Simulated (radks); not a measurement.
Problem. The table gives one normalised radial function P(r) = r R(r) (large component) of Tc22+ in [Ar] 3d3 (r in bohr). Calculated with a radial shooting solver on a logarithmic mesh with Libxc functionals: Dirac Kohn-Sham, LB94 model potential, spin-unpolarised, spherical densities, finite nucleus; open shells fill j = l - 1/2 first; Fermi nuclear charge, rms radius 4.4112 fm.

| r | P |
|---|---|
| 0.00117 | 0.0000 |
| 0.001487 | 0.0000 |
| 0.001905 | 0.0000 |
| 0.002422 | 0.0000 |
| 0.003079 | 0.0001 |
| 0.003914 | 0.0001 |
| 0.005016 | 0.0003 |
| 0.006377 | 0.0006 |
| 0.008106 | 0.0011 |
| 0.01031 | 0.0022 |
| 0.01321 | 0.0045 |
| 0.01679 | 0.0088 |
| 0.02134 | 0.0169 |
| 0.02713 | 0.0319 |
| 0.03477 | 0.0604 |
| 0.0442 | 0.1091 |
| 0.05618 | 0.1909 |
| 0.07142 | 0.3218 |
| 0.09153 | 0.5256 |
| 0.1164 | 0.7968 |
| 0.1479 | 1.1252 |
| 0.188 | 1.4557 |
| 0.241 | 1.6992 |
| 0.3063 | 1.7369 |
| 0.3894 | 1.5247 |
| 0.495 | 1.1077 |
| 0.6344 | 0.6182 |
| 0.8064 | 0.2565 |
| 1.025 | 0.0714 |
| 1.303 | 0.0120 |
| 1.67 | 0.0010 |
| 2.123 | 0.0000 |

Which n and l does it have? It may be an empty orbital.

Solution. n = 3, l = 2: the number of nodes gives n - l - 1 = 0, the rise at small r points to l (this Dirac orbital starts outside the nucleus as r^gamma with gamma = sqrt((l + 1)^2 - (Z/c)^2) = 2.98; the j = 5/2 orbital of l + 1 starts with the same power, but with a smaller coefficient, and then steepens), and the extent must fit the shell. The curve is that of 3d5/2; the two j differ most near the nucleus, where j = l - 1/2 has the larger amplitude, and in heavy atoms j = l - 1/2 is also the more compact. 3d5/2 (empty): eigenvalue -1018.4 eV, 0 radial nodes, <r> = 0.344 bohr, 90 % of the charge inside 0.533 bohr.
